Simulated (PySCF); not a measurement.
A structure optimised at PBE-D3(BJ)/def2-SVP, used in a PySCF frequency run:

```xyz
8

O      0.1227    -0.2401     1.8201
Si     0.1369    -0.2859     0.1593
O      1.6917    -0.6242    -0.2879
F     -0.8833    -1.4549    -0.3622
S     -0.5302     1.5181    -0.7700
H     -0.7129     0.0503     2.2253
H      2.1798    -1.1674     0.3570
H     -1.4667     0.8397    -1.4893
```

**Question.** Write its SMILES and formula.

**Answer.** O[Si](O)(F)S, FH₃O₂SSi

**Question.** What are its rotational constants (standard atomic weights)?

**Answer.** 3.8417, 2.3143, 2.2483 GHz
